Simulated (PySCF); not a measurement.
C4H3F3O2Si.
Numbering: `[OH:1][Si@:2]1([C:3]([F:4])=[C:5]([F:6])[F:7])[CH:8]=[CH:9][O:10]1`

Geometry (GFN2-xTB, Å), atoms numbered from 1 in this order:
```xyz
13
C4H3F3O2Si angstrom
O     -0.1793    1.6564    1.0091
Si     0.3032    0.3320    0.2345
C     -1.2736   -0.6473   -0.0970
F     -1.1269   -1.9639   -0.3478
C     -2.5048   -0.1594   -0.0899
F     -3.6190   -0.8455   -0.3025
F     -2.7935    1.1108    0.1323
C      1.8918   -0.6569    0.4961
C      2.2438   -0.2162   -0.7112
O      1.2322    0.6225   -1.1587
H      0.3398    2.4585    1.0261
H      2.3942   -1.3352    1.1525
H      3.0876   -0.3553   -1.3612
```

Definitions: NICS(0) = −σiso at the ring centroid; NICS(1) = −σiso and NICS(1)zz = −σzz at ±1 Å along the ring normal z. Level: GIAO PBE0/pcSseg-1 (PySCF, non-relativistic, gas phase) on the GFN2-xTB geometry, one conformer.

Ring bond lengths (Å), with Mayer bond orders in brackets: Si2–C8 1.889 (0.89), C8–C9 1.333 (1.72), C9–O10 1.388 (0.95), O10–Si2 1.700 (0.90).

Question: What do the NICS probes read (ppm)?

Answer: 
| ring | type | NICS(0) | NICS(1), two faces | NICS(1)zz, two faces | rms pucker (Å) | centre to ring atoms, mean (Å) |
| --- | --- | --- | --- | --- | --- | --- |
| Si2–C8–C9–O10 | 4-membered ring with O and Si; formal bonds 1 double, 3 single | -2.2 | -0.2 / -0.8 | 5.3 / 4.8 | 0.01 | 1.11 |

Question: What do they say, and how far can they be read as aromaticity?

Answer: 
- Si2–C8–C9–O10: mean NICS(1)zz 5.1 ppm, deshielded. Si2 has four or more neighbours, and the NICS criterion for π rings isn't applied.

Question: List the ring angles and the Hirshfeld charges of the ring atoms.

Answer: 
- Si2–C8–C9–O10: Si2 75.1° (+0.478 e), C8 85.6° (-0.201 e), C9 107.4° (+0.045 e), O10 91.8° (-0.255 e); sum 359.9° against 360° for a flat convex ring.

Question: What are the shieldings of the ring atoms and their hydrogens in the same run (means over atoms taken as equivalent)?

Answer: 
```json
{"atoms": "Si2", "environment": "oxygen-bound silicon", "σ isotropic (ppm)": "365.1"}
{"atoms": "C8", "environment": "alkene CH carbon", "σ isotropic (ppm)": "76.4"}
{"atoms": "C9", "environment": "vinylic carbon bearing oxygen", "σ isotropic (ppm)": "12.7"}
{"atoms": "O10", "environment": "silyl ether oxygen", "σ isotropic (ppm)": "153.8"}
{"atoms": "H12", "environment": "vinylic hydrogen", "σ isotropic (ppm)": "26.76"}
{"atoms": "H13", "environment": "vinylic hydrogen", "σ isotropic (ppm)": "23.99"}
```

Hardware: one thread, Arm Neoverse N1 (aarch64), no GPU, shared host. Cost: 69 s of wall time (with the writing of density and orbital grids), 0.98 GiB resident at most. This is the whole shielding run at PBE0/pcSseg-1, SCF included.
